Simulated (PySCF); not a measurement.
From one molecule to another.

First species: C6H9NSi.
Geometry (GFN2-xTB, Å), atoms numbered from 1 in this order:
```
atom  x, y, z in Å
C1    -3.679    2.010   -0.226
C2    -3.230    0.899   -0.137
Si3   -2.575   -0.828    0.004
N4    -0.874   -0.621   -0.035
C5     0.059   -1.051   -0.764
C6     1.447   -0.695   -0.542
C7     1.831    0.139    0.427
C8     3.234    0.540    0.701
H9    -4.066    2.985   -0.304
H10   -2.839   -1.384    1.333
H11   -3.205   -1.633   -1.056
H12   -0.115   -1.726   -1.615
H13    2.173   -1.140   -1.209
H14    1.068    0.563    1.066
H15    3.337    1.620    0.600
H16    3.928    0.052    0.021
H17    3.500    0.284    1.727
```

Second species: C6H9NSi.
Bonds: Si1–C2, C2–C3, C3–C4 (aromatic), C4–C5 (aromatic), C5–C6 (aromatic), C6–N7 (aromatic), N7–C8 (aromatic), C3–C8 (aromatic). Hydrogens: H9, H10, H11 on Si1; H12, H13 on C2; H14 on C4; H15 on C5; H16 on C6; H17 on C8.

Levels: PBE0/def2-SVPD for dipole moment, HOMO energy, LUMO energy, HOMO–LUMO gap, static isotropic polarisability and electronic spatial extent ⟨r²⟩ about the centre of nuclear charge; TDDFT PBE0/def2-SVPD for lowest singlet excitation; TDA PBE0/def2-SVPD for lowest triplet excitation (Tamm–Dancoff); GFN2-xTB for rotational constant A and rotational constant C. Geometries: GFN2-xTB. All species are isolated and taken at one optimised geometry, non-relativistic unless stated. Electronic properties by PySCF.

Dipoles, sizes and rotational constants follow the conformer. The torsions of the flexible species, by atom-mapped SMILES:
- `[CH:1]#[C:2][SiH2:3]/[N:4]=[CH:5]/[CH:6]=[CH:7]/[CH3:8]`: C2–Si3–N4–C5 -122°, N4–C5–C6–C7 -2°
- `[SiH3:1][CH2:2][c:3]1[cH:4][cH:5][cH:6][n:7][cH:8]1`: Si1–C2–C3–C4 -87°

Problem. Which of the two has the higher rotational constant C, and by how much?

Solution. The second: 0.928 GHz against 0.609 GHz, a difference of 0.319 GHz.

Problem. Which of the two has the higher static isotropic polarisability, and by how much?

Solution. The first: 110.3 au against 101.8 au, a difference of 8.5 au.

Problem. Which has the higher ⟨r²⟩?

Solution. The first: 1855 bohr² against 1305 bohr², a difference of 550 bohr².

Problem. Which has the higher T1 energy?

Solution. The second: 4.11 eV against 3.03 eV, a difference of 1.08 eV.

Problem. Which has the higher HOMO–LUMO gap?

Solution. The second: 6.35 eV against 5.27 eV, a difference of 1.08 eV.

Problem. Which has the higher rotational constant A?

Solution. The second: 4.037 GHz against 3.387 GHz, a difference of 0.650 GHz.

Problem. Which has the higher HOMO energy?

Solution. The first: -6.93 eV against -7.16 eV, a difference of 0.23 eV.

Problem. Which of the two has the higher dipole moment, and by how much?

Solution. The second: 2.39 D against 2.10 D, a difference of 0.29 D.

On the first: The polarisability is 16.35 Å³ as a volume (1 au = 0.148185 Å³), or 1.67 au for each of the 66 electrons. The principal polarisabilities are 80.1, 106.6 and 144.3 au; their mean is the isotropic value.

On the second: The dipole equals about 8.0 × 10⁻³⁰ C·m (1 D = 3.33564 × 10⁻³⁰ C·m). The principal polarisabilities are 74.7, 98.5 and 132.3 au; their mean is the isotropic value.
